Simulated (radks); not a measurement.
Results of a calculation; reference values are marked as such.
Question: Valence configurations of the bismuth ion Bi+. Level of theory: scalar-relativistic Kohn-Sham, r2SCAN, spin-polarised, spherical densities, finite nucleus; open shells are filled with parallel spins first (spin-orbit coupling, left out, can overturn this in heavy ions); meta-GGA in the generalised Kohn-Sham scheme; Fermi nuclear charge, rms radius 5.5211 fm (a radial shooting solver on a logarithmic mesh with Libxc functionals). Order these by energy: [Xe] 4f13 5d10 6s2 6p3; [Xe] 4f14 5d10 6s1.5 6p2.5; [Hg] 6p2; [Xe] 4f14 5d9 6s2 6p3; [Xe] 4f14 5d9.5 6s2 6p2.5; [Xe] 4f12 5d10 6s2 6p4; [Xe] 4f14 5d9.5 6s0.5 6p4; [Xe] 4f14 5d10 6p4; [Xe] 4f14 5d10 6s1 6p3; [Xe] 4f14 5d8 6s2 6p4.

Answer: From the lowest, in eV above it: [Hg] 6p2 0.000; [Xe] 4f14 5d10 6s1.5 6p2.5 4.273; [Xe] 4f14 5d10 6s1 6p3 8.019; [Xe] 4f14 5d9.5 6s2 6p2.5 11.991; [Xe] 4f14 5d10 6p4 22.512; [Xe] 4f14 5d9 6s2 6p3 24.547; [Xe] 4f14 5d9.5 6s0.5 6p4 29.399; [Xe] 4f14 5d8 6s2 6p4 54.406; [Xe] 4f13 5d10 6s2 6p3 158.76; [Xe] 4f12 5d10 6s2 6p4 338.33. NIST lists [Hg] 6p2 as the ground configuration; this level of theory agrees among the configurations tried. The energies are those of spherical high-spin densities, not of single terms.
